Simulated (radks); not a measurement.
The cobalt ion Co+, 26 electrons, occupied as [Ar] 3d8. Method: Dirac Kohn-Sham, PBE, spin-unpolarised, spherical densities, point nucleus; open shells fill j = l - 1/2 first; computed with a radial shooting solver on a logarithmic mesh with Libxc functionals.

Spin-orbit splittings of the eigenvalues, e(l+1/2) - e(l-1/2), with zeta = 2 splitting/(2l+1) and mean radii in bohr:

shell,occ.,splitting (eV),zeta (eV),<r> j=l-1/2,<r> j=l+1/2
2p,6,14.83,9.887,0.2228,0.2259
3p,6,1.821,1.214,0.8170,0.8271
3d,8,0.1765,0.07058,1.134,1.143
4p,0,0.07364,0.04909,3.584,3.618
